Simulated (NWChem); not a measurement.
System: GaH3S; SMILES [SH][GaH2]

```xyz
5

Ga    -0.0151    -0.7883     0.0000
H      1.3724    -1.5017     0.0000
H     -1.4208    -1.4693     0.0000
S      0.0737     1.4134     0.0000
H     -1.2651     1.5947     0.0000
```
Atoms are numbered in this order, from 1.

Results from NWChem. Coordinates come from a PBE0/def2-SVP optimisation. GIAO values for the isolated, static molecule; σ is the absolute isotropic shielding, δ = σ(reference) − σ with the isolated reference molecule computed at the same levels (1H: tetramethylsilane).

Q: What does the run give for PBE/x2c-SVPall-s, scalar ZORA without spin-orbit coupling? Quantities: σ Ga1 (ppm); δ H2 (ppm); δ H3 (ppm); σ S4 (ppm).

A: The σ Ga1 (ppm) is 1146.0, the δ H2 (ppm) comes out as 6.64 and the δ H3 (ppm) is 6.85. The σ S4 (ppm) is 522.8.
